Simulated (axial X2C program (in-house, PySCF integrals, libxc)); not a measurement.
# Density and ELF of WH

All values were computed with an in-house relativistic program for diatomic molecules. Two-component (2c) means X2C with spin–orbit coupling and atomic mean-field two-electron Coulomb and Gaunt terms. Basis: W dyall-cv3z [13s14p9d7f4g], H dyall-v3z [6s2p1d] (cores contracted in-house); Gaussian nuclei, density fitting, unrestricted open shells. Masses: W 183.951 u, H 1.008 u.

PBE0, with spin–orbit coupling, state Ω = 5/2 (⟨Sz⟩ = 2.47, ⟨Lz⟩ = 0.03 at PBE0); W at z = 0, H at z = 1.705 Å.

The maps cover the half plane through the axis: z from -2.4 to 3.6 Å along the bond, ρ from 0.15 to 2.25 Å away from it.

log10 of the density in e/bohr³:

```
 ρ\z  -2.4  -1.8  -1.2  -0.6   0.0   0.6   1.2   1.8   2.4   3.0   3.6
0.15  -3.5  -2.7  -1.6  -0.1   1.8  -0.1  -0.9  -0.7  -1.7  -2.7  -3.6
0.45  -3.5  -2.6  -1.7  -0.4   0.4  -0.4  -1.1  -1.1  -1.8  -2.8  -3.6
0.75  -3.4  -2.6  -1.8  -0.9  -0.4  -0.9  -1.4  -1.6  -2.1  -2.9  -3.8
1.05  -3.5  -2.7  -2.0  -1.4  -1.1  -1.4  -1.8  -2.0  -2.5  -3.2  -3.9
1.35  -3.5  -2.8  -2.2  -1.7  -1.6  -1.8  -2.1  -2.4  -2.8  -3.4  -4.2
1.65  -3.7  -3.0  -2.5  -2.1  -2.0  -2.2  -2.5  -2.8  -3.2  -3.7  -4.4
1.95  -3.8  -3.2  -2.8  -2.5  -2.4  -2.6  -2.8  -3.2  -3.6  -4.1  -4.7
2.25  -4.0  -3.5  -3.1  -2.8  -2.8  -2.9  -3.2  -3.5  -3.9  -4.4  -5.0
```

Electron localisation function (collinear form, no current term, damped to 0 at low density):

```
 ρ\z  -2.4  -1.8  -1.2  -0.6   0.0   0.6   1.2   1.8   2.4   3.0   3.6
0.15  0.00  0.01  0.07  0.58  0.26  0.50  0.83  1.00  1.00  0.96  0.08
0.45  0.01  0.02  0.12  0.61  0.34  0.55  0.71  1.00  1.00  0.93  0.05
0.75  0.01  0.08  0.26  0.52  0.58  0.43  0.56  0.97  0.98  0.82  0.02
1.05  0.03  0.18  0.43  0.51  0.42  0.34  0.43  0.85  0.91  0.49  0.01
1.35  0.04  0.25  0.53  0.55  0.41  0.32  0.32  0.55  0.61  0.13  0.00
1.65  0.03  0.26  0.52  0.55  0.42  0.30  0.22  0.23  0.18  0.02  0.00
1.95  0.01  0.19  0.45  0.49  0.38  0.25  0.14  0.08  0.03  0.00  0.00
2.25  0.01  0.09  0.30  0.36  0.28  0.17  0.07  0.02  0.00  0.00  0.00
```

Axial spin density in 10⁻³ e/bohr³:

```
 ρ\z  -2.4  -1.8  -1.2  -0.6   0.0   0.6  1.2    1.8   2.4   3.0   3.6
0.15   0.2   0.7   4.9  76.6  71.7  58.0  7.1  -16.2  -2.9  -0.4  -0.1
0.45   0.2   1.2   9.7  92.0  44.1  89.6  9.6   -5.2  -1.9  -0.3  -0.1
0.75   0.3   1.7  11.6  65.2  95.4  60.4  9.1   -1.1  -0.9  -0.2   0.0
1.05   0.3   1.7   9.4  35.1  49.2  29.3  6.3    0.1  -0.4  -0.1   0.0
1.35   0.3   1.3   6.0  16.9  21.6  13.0  3.7    0.4  -0.1  -0.1   0.0
1.65   0.2   0.9   3.4   7.8   9.2   5.8  1.9    0.3   0.0   0.0   0.0
1.95   0.1   0.6   1.7   3.4   3.9   2.5  0.9    0.2   0.0   0.0   0.0
2.25   0.1   0.3   0.8   1.5   1.6   1.1  0.5    0.1   0.0   0.0   0.0
```

One determinant describes the state; a PBE0 search over occupations chose it and may have missed a lower one. Density functionals use the spin component along the axis (collinear). With several unpaired electrons one determinant need not be a pure state. This is the top spin component of a Σ state; components of lower Ω are not single determinants and can lie lower.
